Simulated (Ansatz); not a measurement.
Program: Ansatz. Geometries: PBE0-D4/def2-TZVP. ΔE: electronic, gas phase. CBS: MP2 limit from def2 TZ/QZ plus the TZ coupled-cluster correction, frozen cores. DFT in def2-TZVPP. For Ge outer-core shells are correlated without core-valence functions, which leaves a few kJ/mol of doubt a bond. Scalar relativity is left out up to krypton. Each species was taken in one conformer, which may not be the lowest.

Reaction (substitution at a C–C bond): `C[CH2][Ge][Cl]` + `C[O][GeH]([OH])[OH]` → `C[O][GeH]([OH])[O]C` + `[CH3][Ge][Cl]`

```tsv
species	PBE energy (Eh)
`C[CH2][Ge][Cl]`	-2615.88223
`C[O][GeH]([OH])[OH]`	-2343.96572
`C[O][GeH]([OH])[O]C`	-2383.21581
`[CH3][Ge][Cl]`	-2576.61537
```

Q: Work out ΔE.

A: ΔE = (-2383.21581) + (-2576.61537) − (-2615.88223) − (-2343.96572) = 0.01677 Eh = +10.5 kcal/mol. CCSD(T)/CBS gives +11.3 kcal/mol.

Largest T1 diagnostic among the species: 0.012.

In def2-TZVPP, CCSD(T) changes the Hartree–Fock value by +2.5 kcal/mol (the triples alone add +0.2 kcal/mol) and MP2 by +3.9 kcal/mol.
